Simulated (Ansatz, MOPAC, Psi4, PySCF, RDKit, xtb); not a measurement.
Noncovalent pair: N2 (SMILES N#N) (first 2 atoms) with CHN (SMILES C#N); geometry from B3LYP-D3(BJ)/def2-TZVP, rigid monomers moved along the line of their centres of mass till N2···H5 is 2.81 Å.
(charge 0, multiplicity 1):
```xyz
5

N      0.064     0.323    -1.096
N      0.031     0.118    -0.026
C     -0.089    -0.619     3.782
N     -0.124    -0.837     4.907
H     -0.056    -0.414     2.734
```

| level | interaction energy (kcal/mol) | minus CCSD(T)/CBS(aug-cc-pVDZ, aug-cc-pVTZ) | cost |
|---|---|---|---|
| MMFF94 | 0.07 | 1.12 | - |
| GFN-FF | -0.75 | 0.30 | - |
| AM1 | -0.53 | 0.52 | - |
| PM3 | -0.60 | 0.45 | - |
| PM6 | -0.94 | 0.12 | - |
| GFN1-xTB | -0.54 | 0.51 | - |
| HF/STO-3G (no counterpoise) | -0.94 | 0.11 | - |
| HF/6-31G* | -0.73 | 0.32 | - |
| HF/6-31G* (no counterpoise) | -0.90 | 0.16 | - |
| HF/aug-cc-pVDZ | -0.59 | 0.46 | - |
| PBE/def2-TZVPPD | -0.97 | 0.08 | ×1 |
| PBE-D3(BJ)/def2-TZVPPD | -1.24 | -0.19 | ×1 |
| PBE-D4/def2-TZVPPD | -1.17 | -0.12 | ×1 |
| BP86/6-31G* (no counterpoise) | -0.94 | 0.11 | - |
| r2SCAN/def2-TZVPPD | -0.72 | 0.34 | ×2 |
| r2SCAN-D3(BJ)/def2-TZVPPD | -0.85 | 0.20 | ×2 |
| r2SCAN-D4/def2-TZVPPD | -0.81 | 0.24 | ×2 |
| B3LYP/3-21G (no counterpoise) | -2.71 | -1.66 | - |
| B3LYP/6-31G* | -0.85 | 0.20 | - |
| B3LYP/6-31G* (no counterpoise) | -1.23 | -0.18 | - |
| B3LYP/6-311+G** (no counterpoise) | -0.82 | 0.23 | - |
| B3LYP/def2-TZVPPD | -0.70 | 0.35 | ×1 |
| B3LYP-D3(BJ)/def2-TZVPPD | -1.09 | -0.04 | ×1 |
| B3LYP-D4/def2-TZVPPD | -0.98 | 0.07 | ×1 |
| PBE0/def2-TZVPPD | -0.90 | 0.15 | ×1 |
| PBE0-D4/def2-TZVPPD | -1.09 | -0.04 | ×1 |
| M06-2X/6-31G* (no counterpoise) | -1.26 | -0.21 | - |
| wB97X-V/def2-TZVPPD | -1.02 | 0.03 | ×3 |
| MP2/6-31G* | -1.14 | -0.08 | - |
| MP2/6-31G* (no counterpoise) | -1.58 | -0.53 | - |
| MP2/aug-cc-pVDZ | -1.07 | -0.01 | - |
| MP2/aug-cc-pVTZ | -1.10 | -0.05 | - |
| MP2/CBS(aug-cc-pVDZ, aug-cc-pVTZ) | -1.11 | -0.06 | - |
| SCS-MP2/aug-cc-pVDZ | -0.96 | 0.09 | - |
| CCSD/aug-cc-pVDZ | -0.93 | 0.12 | - |
| CCSD/aug-cc-pVTZ | -0.97 | 0.08 | - |
| CCSD(T)/aug-cc-pVDZ | -0.99 | 0.06 | ×5 |
| CCSD(T)/aug-cc-pVTZ | -1.04 | 0.01 | ×50 |
| CCSD(T)/CBS(aug-cc-pVDZ, aug-cc-pVTZ) | -1.05 | 0.00 | ×60 |
| SAPT0/jun-cc-pV(D+d)Z | -1.05 | 0.00 | - |

 The comparison column counts from a level with limits of its own.

The rows run from -2.71 (B3LYP/3-21G (no counterpoise)) to 0.07 kcal/mol (MMFF94). In aug-cc-pVTZ the value moves MP2 -1.10, CCSD -0.97, CCSD(T) -1.04, a shift of 0.06 from MP2 to CCSD(T). From aug-cc-pVDZ to aug-cc-pVTZ CCSD(T) changes by -0.05. The dispersion term adds -0.27 in PBE-D3(BJ), -0.20 in PBE-D4, -0.13 in r2SCAN-D3(BJ). The 5 functionals in def2-TZVPPD without D3 or D4 span 0.32, from wB97X-V to B3LYP.

Interaction energies are E(AB) − E(A) − E(B) at the monomers' geometry in the complex; basis-set methods are counterpoise corrected. Rows marked so take none.

Frozen-core correlation. CBS(a, b) extrapolates the correlation energy as X⁻³ and adds the Hartree–Fock energy of set b. Rows in 3-21G, 6-311+G**, 6-31G*, STO-3G carry no dispersion term and start afresh at each structure (6-31G* with six Cartesian d functions). MP2/6-31G* freezes PySCF's default core. The state that AM1, PM3, PM6 reach isn't checked.

Codes used: Ansatz (Gaussian orbitals); MOPAC for AM1, PM3, PM6 (differences of heats of formation); Psi4 for SAPT; PySCF for 3-21G rows, 6-311+G** rows, 6-31G* rows, STO-3G rows, the dispersion terms; RDKit for the force fields; xtb for the GFN methods. Each number belongs to the level named beside it.

Costs are rough ratios of core time to PBE/def2-TZVPPD (about 2.5 s over the structures, on one shared machine); a dash marks a level with no comparable run of its own.

Ansatz is a first-principles code.
